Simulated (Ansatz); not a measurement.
`N#C[Si](F)(Cl)Cl` + NH₃ → `N[Si](F)(Cl)Cl` + `C#N` at 400 K and 1 bar (ligand exchange at the Si–C bond).

Isolated molecules relaxed with PBE0-D4/def2-TZVP in Ansatz; ΔE leaves out vibrations. CCSD(T)/CBS adds triple-zeta CCSD(T) − MP2 to the extrapolated MP2 energy (def2 sets, frozen cores). This one scheme is used for every species. One conformer a species, not always the lowest.

| species | CCSD(T)/CBS energy (Eh) | H − E (kJ/mol) | S (J/(mol·K)) |
| --- | --- | --- | --- |
| `N#C[Si](F)(Cl)Cl` | -1401.34551 | 72.2 | 386.7 |
| NH₃ | -56.50880 | 104.2 | 203.1 |
| `N[Si](F)(Cl)Cl` | -1364.55198 | 117.7 | 380.8 |
| `C#N` | -93.32098 | 56.1 | 211.9 |

H − E and S are ideal-gas, rigid-rotor, harmonic terms from PBE0-D4/def2-TZVP, for one conformer and one mirror image of each species. 1 Eh = 2625.50 kJ/mol, R = 8.31446 J/(mol·K).

Question: By hand: ΔE, ΔH, ΔS and ΔG.

Answer: ΔE = (-1364.55198) + (-93.32098) − (-1401.34551) − (-56.50880) = -0.01865 Eh = -49.0 kJ/mol. Δ(H − E) = 117.7 + 56.1 − 72.2 − 104.2 = -2.6, so ΔH = -51.6 kJ/mol. ΔS = 380.8 + 211.9 − 386.7 − 203.1 = 2.9 J/(mol·K). ΔG = -51.6 − 400 × (2.9)/1000 = -52.8 kJ/mol.

Question: By hand: the equilibrium constant, and the temperature at which ΔG would vanish if ΔH and ΔS stayed fixed.

Answer: log₁₀ K = −ΔG/(RT ln 10) = 6.9. ΔH and −TΔS have one sign here, so there is no such temperature. One of them is within its doubt of zero, so this could turn.

The number of gas molecules stays the same, so ΔS is small and ΔH decides. A doubt of 5 kJ/mol in ΔE shifts log₁₀ K by 0.7 here. Other conformers and mirror images would add mixing entropy, several J/(mol·K) or more a flexible species. These are equilibria of isolated gas molecules and say nothing of rates. Largest T1 diagnostic: 0.014 (customary marks: 0.02 for closed shells, 0.045 for open ones).
